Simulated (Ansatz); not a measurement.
Reactions of C₂HClF₂Ti (`C#[C][Ti]([F])([F])[Cl]`).

Program: Ansatz. Geometries: PBE0-D4/def2-TZVP. ΔE: electronic, gas phase. CCSD(T)/CBS is the MP2 limit (def2-TZVPP, def2-QZVPP) plus CCSD(T) − MP2 in def2-TZVPP, frozen cores. This one scheme is used for every species. DFT in def2-TZVPP. Elements past krypton have def2 core potentials. For Br, I, Se, Ti outer-core shells are correlated without core-valence functions, which leaves a few kJ/mol of doubt a bond. Scalar relativity is left out up to krypton. Each species was taken in one conformer, which may not be the lowest.

```tsv
reaction	CCSD(T)/CBS(def2) (kcal/mol)
`C#[C][Ti]([F])([F])[Cl]` + H–F → `C#[C][Ti]([F])([F])[F]` + HCl	-3.3
`C#[C][Ti]([F])([F])[Cl]` + HI → `[F][Ti]([F])([Cl])[I]` + `C#C`	-27.4
`C#[C][Ti]([F])([F])[Cl]` + H₂O → `C#[C][Ti]([OH])([F])[F]` + HCl	4.6
`C#[C][Ti]([F])([F])[Cl]` + HBr → `[F][Ti]([F])([Cl])[Br]` + `C#C`	?
`C#[C][Ti]([F])([F])[Cl]` + CH₃SH → `C[S][Ti]([F])([F])[Cl]` + `C#C`	-18.4
`C#[C][Ti]([F])([F])[Cl]` + HCl → `[F][Ti]([F])([Cl])[Cl]` + `C#C`	-28.6
`C#[C][Ti]([F])([F])[Cl]` + H₂Se → `[F][Ti]([F])([Cl])[SeH]` + `C#C`	?
`C#[C][Ti]([F])([F])[Cl]` + H₂S → `[F][Ti]([F])([SH])[Cl]` + `C#C`	-16.1
```

Problem. Fill in the missing values. (An estimate is asked.)

Solution. The calculation gave: `C#[C][Ti]([F])([F])[Cl]` + HBr → `[F][Ti]([F])([Cl])[Br]` + `C#C`: -29.3 kcal/mol; `C#[C][Ti]([F])([F])[Cl]` + H₂Se → `[F][Ti]([F])([Cl])[SeH]` + `C#C`: -18.3 kcal/mol.

Largest T1 diagnostic: 0.025, for `[F][Ti]([F])([SH])[Cl]`, so its coupled-cluster energy is less sure.
